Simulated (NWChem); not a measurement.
System: AlSiH4OF; SMILES [SiH3][Al]([OH])[F]

Here is an NWChem input.

```
start job
memory heap 200 mb stack 900 mb global 1100 mb
geometry units angstroms noautosym nocenter noautoz
  Al     0.173299     0.487754    -0.121326
  F     -1.065644     1.474090    -0.693396
  O      1.643668     1.206591     0.379931
  H      1.811510     2.162480     0.355046
  Si    -0.090318    -1.925936     0.003703
  H      1.153412    -2.576794     0.545493
  H     -0.374145    -2.499427    -1.360645
  H     -1.247357    -2.286932     0.899148
end
basis spherical
  Al library 6-31g*
  F library 6-31g*
  O library 6-31g*
  H library 6-31g*
  Si library 6-31g*
end
dft
  xc hfexch
  iterations 150
end
property
  efieldgrad
end
task dft property
```

The geometry was optimised at PBE-D3(BJ)/def2-SVP.

Vzz is the largest principal value of the second derivative of the potential at the nucleus (NWChem prints the opposite sign); η is the asymmetry. Non-relativistic.

Atoms are numbered as in the input.

Give the results of this calculation. (Hartree-Fock/6-31G* (spherical d).) Quantities: Vzz Al1 (a.u.); η Al1; Vzz O3 (a.u.); η O3.


```yaml
Vzz Al1 (a.u.): 0.887
"η Al1": 0.39
Vzz O3 (a.u.): 1.404
"η O3": 0.16
```
